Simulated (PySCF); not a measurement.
Isomers of C5H8Si.

All values: CAM-B3LYP/def2-SVPD (PySCF) at GFN2-xTB geometries, gas phase, one conformer each. Core orbitals are frozen in the response; Δα² is half the sum of the squared differences of the principal polarisabilities.

Question: Rank by mean static polarisability, lowest first.
A. `CC1=CC=C[SiH2]1`
B. `[SiH]1(C#CC)CC1`
C. `[CH:1]#[C:2][CH2:3][C:4](=[CH2:5])[SiH3:6]` with C2–C3–C4–C5 -115°

Answer: A (12.13 Å³), C (12.40 Å³), B (12.94 Å³).

Question: Rank by HOMO–LUMO gap, highest first.
A. `C1C[SiH]1C#CC`
B. `[CH:1]#[C:2][CH2:3][C:4](=[CH2:5])[SiH3:6]` with C2–C3–C4–C5 -115°
C. `[SiH3:1][CH2:2][CH:3]=[C:4]1[CH:5]=[CH:6]1` with Si1–C2–C3–C4 112°

Answer: B (9.80 eV), A (8.70 eV), C (7.53 eV).

All values together:

| SMILES | μ (D) | HOMO (eV) | LUMO (eV) | α (Å³) | Δα (Å³) |
| --- | --- | --- | --- | --- | --- |
| C#CCC(=C)[SiH3] | 0.64 | -9.07 | 0.72 | 12.40 | 3.84 |
| CC1=CC=C[SiH2]1 | 0.40 | -7.61 | -0.19 | 12.13 | 4.96 |
| CC#C[SiH]1CC1 | 1.46 | -7.75 | 0.95 | 12.94 | 7.72 |
| [SiH3]CC=C1C=C1 | 2.27 | -6.98 | 0.55 | 12.85 | 6.81 |

Conformers: `[CH:1]#[C:2][CH2:3][C:4](=[CH2:5])[SiH3:6]` with C2–C3–C4–C5 -115°; `[SiH3:1][CH2:2][CH:3]=[C:4]1[CH:5]=[CH:6]1` with Si1–C2–C3–C4 112°.
